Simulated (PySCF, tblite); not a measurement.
Breaking a bond: Ga2, triplet.

- UKS-B3LYP/6-31G* = unrestricted B3LYP/6-31G*, spherical d (PySCF)
- GFN2-xTB, 300 K electronic temperature (tblite)
- UHF/STO-3G = unrestricted Hartree-Fock/STO-3G in PySCF 2.14.0
- UCCSD(T) = CCSD(T) on UHF/cc-pVDZ, 18 core orbitals frozen (PySCF)

Energies relative to the lowest point of each curve near equilibrium, in kcal/mol; the last columns give the difference from UCCSD(T):

| R / Å | UKS-B3LYP/6-31G* | GFN2-xTB | UHF/STO-3G | UCCSD(T) | UKS-B3LYP/6-31G* − UCCSD(T) | GFN2-xTB − UCCSD(T) | UHF/STO-3G − UCCSD(T) |
|---|---|---|---|---|---|---|---|
| 2.17 | 14.4 | 12.6 | 21.7 | 12.7 | 1.7 | -0.1 | 9.0 |
| 2.29 | 7.8 | 5.6 | 9.1 | 5.5 | 2.3 | 0.1 | 3.7 |
| 2.43 | 4.6 | 3.1 | 1.8 | 5.2 | -0.6 | -2.1 | -3.3 |
| 2.53 | 2.5 | 1.7 | 0.0 | 2.0 | 0.5 | -0.3 | -2.0 |
| 2.63 | 0.7 | 0.4 | 0.1 | 0.4 | 0.3 | 0.0 | -0.2 |
| 2.70 | 0.1 | 0.0 | 1.1 | 0.0 | 0.1 | 0.0 | 1.1 |
| 2.77 | 0.0 | 0.1 | 2.6 | 0.1 | -0.1 | 0.0 | 2.5 |
| 2.89 | 0.5 | 0.9 | 5.7 | 1.0 | -0.5 | -0.1 | 4.7 |
| 2.99 | 1.5 | 2.1 | 8.6 | 2.4 | -0.9 | -0.2 | 6.2 |
| 3.09 | 2.7 | 3.7 | 11.4 | 4.0 | -1.3 | -0.3 | 7.4 |
| 3.34 | 6.7 | 8.7 | 17.2 | 9.1 | -2.5 | -0.4 | 8.1 |
| 3.67 | 12.4 | 16.1 | 22.3 | 16.1 | -3.7 | 0.0 | 6.2 |
| 4.09 | 19.1 | 24.7 | 25.6 | 22.2 | -3.2 | 2.5 | 3.3 |
| 4.48 | 24.3 | 31.0 | 26.9 | 25.0 | -0.7 | 6.0 | 1.9 |
| 4.90 | 27.3 | 35.8 | 27.4 | 26.5 | 0.9 | 9.3 | 1.0 |
| 5.34 | 28.8 | 38.9 | 27.7 | 27.3 | 1.5 | 11.6 | 0.4 |
| 5.92 | 29.7 | 40.8 | 27.7 | 27.8 | 1.9 | 13.0 | -0.1 |
| 6.59 | 30.1 | 41.4 | 27.8 | 28.1 | 2.0 | 13.3 | -0.3 |
| 7.32 | 30.2 | 41.5 | 27.8 | 28.2 | 2.0 | 13.3 | -0.5 |
| 8.02 | 30.3 | 41.6 | 27.8 | 28.3 | 2.0 | 13.3 | -0.5 |

UKS-B3LYP/6-31G* is furthest from UCCSD(T) at 3.67 (-3.7 kcal/mol, below); its mean absolute difference over the points is 1.4 kcal/mol.

GFN2-xTB is furthest from UCCSD(T) at 7.32 (13.3 kcal/mol, above); its mean absolute difference over the points is 4.3 kcal/mol.

UHF/STO-3G is furthest from UCCSD(T) at 2.17 (9.0 kcal/mol, above); its mean absolute difference over the points is 3.1 kcal/mol.

The unrestricted determinant behind UHF/STO-3G is spin-contaminated at 2.17 to 8.02 Å (<S²> up to 4.0, against 2.00 for a pure triplet). The unrestricted determinant behind UCCSD(T) is spin-contaminated at 2.17 to 2.29 Å (<S²> up to 2.3, against 2.00 for a pure triplet).
